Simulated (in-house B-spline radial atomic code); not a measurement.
# Ionising N VII (N6+) with different functionals

Computed with a radial B-spline atomic code at the basis-set limit: scalar-relativistic (spin-free X2C) Hamiltonian, Fermi nucleus of rms radius 2.5582 fm, spin-polarised at highest spin, spherical fractional occupations for the functionals. The ionisation energy is the difference of two self-consistent energies, 1s1 → bare nucleus, without Breit or QED terms; ε is the level of the shell that loses the electron (its least bound occupied spin orbital).

| method | rung | ΔSCF (eV) | -ε(1s) (eV) |
| --- | --- | --- | --- |
| LDA VWN5 | LDA | 659.90 | 617.79 |
| PBEsol | GGA | 663.60 | 620.49 |
| AM05 | GGA | 661.65 | 618.64 |
| BHandHLYP | global hybrid | 666.86 | 644.99 |

**Question.** Among the functionals, which spreads more, the ΔSCF values or the orbital energies?

**Answer.** The orbital energies: ΔSCF values span about 6.96 eV and the orbital energies 27.20 eV.

**Question.** How do they compare with the NIST value?

**Answer.** NIST lists 667.046 eV (tabulated theory, ground level to ground level). Errors run from -7.15 to -0.18 eV; BHandHLYP is closest (-0.18 eV), but part of that can be cancellation, since the calculations leave out Breit-QED terms.
